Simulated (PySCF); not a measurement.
Cost of one run: geometry optimisation, `I[Si@H]1CC[SiH2]O1`.

Method: PBE0-D3(BJ)/def2-SVP geometry optimisation, gas phase, def2 core potentials past Kr (PySCF 2.14.0). Work: geometry optimisation from a GFN2-xTB start shaken at random, density fitting. A driver script takes a list of jobs; this job's settings line and coordinates (Å) are shown.

Input:
```
{"job": {"xc": "PBE0", "basis": "def2-SVP", "d3": "d3bj", "grid": 1, "maxiter": 30, "shake": 0.01, "kind": "geom"}, "charge": 0, "multiplicity": 1}
I     -0.646520     3.358470     0.850300
Si     0.064360     1.057110     1.129000
C     -1.182680    -0.158080     0.340950
C     -0.298430    -1.168930    -0.453820
Si     1.255690    -0.299170    -1.049710
O      1.344690     0.840040     0.152870
H      0.521610     0.854980     2.495930
H     -1.808470     0.391800    -0.335590
H     -1.808130    -0.650520     1.092550
H     -0.926280    -1.607510    -1.245950
H     -0.061650    -2.003230     0.213950
H      1.104430     0.433340    -2.286740
H      2.447190    -1.065170    -0.914050
```

Hardware: an AMD EPYC 9R45 with one thread (shared host). PySCF's memory limit was set to 2320 MB.

Question: How large is the basis?

Answer: 139 functions.

Question: How long does the run take?

Answer: About 27 s. The run took 5 energy-and-gradient evaluations and 37 SCF cycles, 5.4 s an evaluation on average.

Question: How much memory does it need at the peak?

Answer: About 0.57 GiB. Peak memory is the resident size of the whole Python process, interpreter and libraries included.

Question: At this speed, how long would 1000 such jobs take on 32 cores, one job a core?

Answer: 1000/32 gives 32 rounds of 27 s, about 14 min of wall time and 7.5 core-hours, if the jobs don't slow each other.

The host was shared with other jobs, so the times are rough.

The run converged: final energy -1031.77379 Eh after 4 steps; dipole 2.90 D.
